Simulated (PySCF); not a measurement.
CH₂NO, SMILES C([NH])=O, multiplicity 2.

Coordinates come from a PBE0-D3(BJ)/def2-TZVP optimisation. The geometry has at least one imaginary mode, so it is a saddle point at that level. The isomer is the one that the SMILES or the coordinates give; other isomers of the formula were not compared. Other conformers were not sampled.

Method: PySCF with PBE0-D3(BJ)/def2-TZVP.

Frequencies are harmonic and unscaled.

```
mode  ν (cm⁻¹)  IR (km/mol)  moving atoms (share of kinetic energy)
----  --------  -----------  --------------------------------------
1        4752i      65771.2                  H 59 %, C 22 %, N 15 %
2          567         28.3          O 39 %, N 26 %, C 21 %, H 13 %
3          856        639.7                   H 73 %, C 12 %, O 8 %
4         1027         30.1                          H 83 %, C 16 %
5         1264         32.3           H 58 %, O 18 %, C 15 %, N 9 %
6         1418         11.4                  C 42 %, H 40 %, N 17 %
7         1472         36.1          C 42 %, N 29 %, O 19 %, H 11 %
8         3130         13.4                           H 92 %, C 8 %
9         3509         24.4                                  H 93 %
```
